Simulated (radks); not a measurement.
The numbers below are computed, except where a source is named.
Q: W2+, configuration [Kr] 4d10 4f14 5s1 5p6 5d4 6p1 (not the ground configuration). Level of theory: Dirac Kohn-Sham, PBE, spin-unpolarised, spherical densities, point nucleus; open shells fill j = l - 1/2 first (a radial shooting solver on a logarithmic mesh with Libxc functionals). Some entries of the table are withheld. Estimate them.

orbital,occ.,eigenvalue (hartree),<r^2> (bohr^2)
1s1/2,2,-2551.327,0.0004628
2s1/2,2,-440.7832,0.007060
2p1/2,2,(1),0.005042
2p3/2,4,(2),0.006242
3s1/2,2,-102.1912,0.04611
3p1/2,2,-93.61515,0.04232
3p3/2,4,-82.86352,0.04891
3d3/2,4,(3),0.03792
3d5/2,6,(4),0.03973
4s1/2,2,-21.79090,0.2282
4p1/2,2,-18.23548,0.2355
4p3/2,4,-15.74464,0.2708
4d3/2,4,-9.91003,0.2952
4d5/2,6,-9.45096,0.3085
5s1/2,1,-3.74018,1.258
5p1/2,2,-2.67351,1.521
5p3/2,4,-2.29780,1.784
4f5/2,6,(5),0.4469
4f7/2,8,(6),0.4612
5d3/2,4,-0.90678,(7)
5d5/2,0,-0.87055,(8)
6p1/2,1,(9),11.32
6p3/2,0,(10),12.98

A: 
(1) 2p1/2 eigenvalue (hartree): -421.5034
(2) 2p3/2 eigenvalue (hartree): -371.7836
(3) 3d3/2 eigenvalue (hartree): -68.44493
(4) 3d5/2 eigenvalue (hartree): -66.10711
(5) 4f5/2 eigenvalue (hartree): -2.14700
(6) 4f7/2 eigenvalue (hartree): -2.06418
(7) 5d3/2 <r^2> (bohr^2): 3.475
(8) 5d5/2 <r^2> (bohr^2): 3.677
(9) 6p1/2 eigenvalue (hartree): -0.56929
(10) 6p3/2 eigenvalue (hartree): -0.52376
